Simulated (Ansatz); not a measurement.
Molecule: sum formula H6SiN3O, charge 0, multiplicity 2. It need not be the lowest isomer of its formula. 
Structure (B3LYP-D3(BJ)/def2-TZVP (Ansatz, an electronic-structure program) minimum search):
SMILES: N[Si]([O])(N)N
```xyz
11

Si     0.0440    -0.0577     0.0275
O     -0.6549    -1.3559     0.7139
N     -1.4289     0.8562    -0.1705
N      1.1286     0.9359     0.8966
N      0.8244    -0.5031    -1.4126
H     -2.1200     0.5005    -0.8162
H     -1.8812     1.2758     0.6302
H      2.0776     0.6247     1.0316
H      0.8197     1.4960     1.6754
H      0.6186    -1.3666    -1.8843
H      1.4409     0.1009    -1.9282
```
Charge 0, spin multiplicity 2.

Dipole moments at this geometry, in debye (magnitudes).

```json
[
 {"level": "SVWN5/def2-TZVPD", "program": "Ansatz", "dipole (D)": "2.91"},
 {"level": "PBE/def2-TZVPD", "program": "Ansatz", "dipole (D)": "2.72"},
 {"level": "revPBE/def2-TZVPD", "program": "Ansatz", "dipole (D)": "2.67"},
 {"level": "HSE06/def2-TZVPD", "program": "Ansatz", "dipole (D)": "…"},
 {"level": "CAM-B3LYP/def2-TZVPD", "program": "Ansatz", "dipole (D)": "1.92"},
 {"level": "CCSD(T)/aug-cc-pV(D+d)Z", "program": "Ansatz", "dipole (D)": "…"}
]
```

Task: Complete the blanks.

Result: 
- HSE06/def2-TZVPD, dipole (D): 2.10
- CCSD(T)/aug-cc-pV(D+d)Z, dipole (D): 1.78
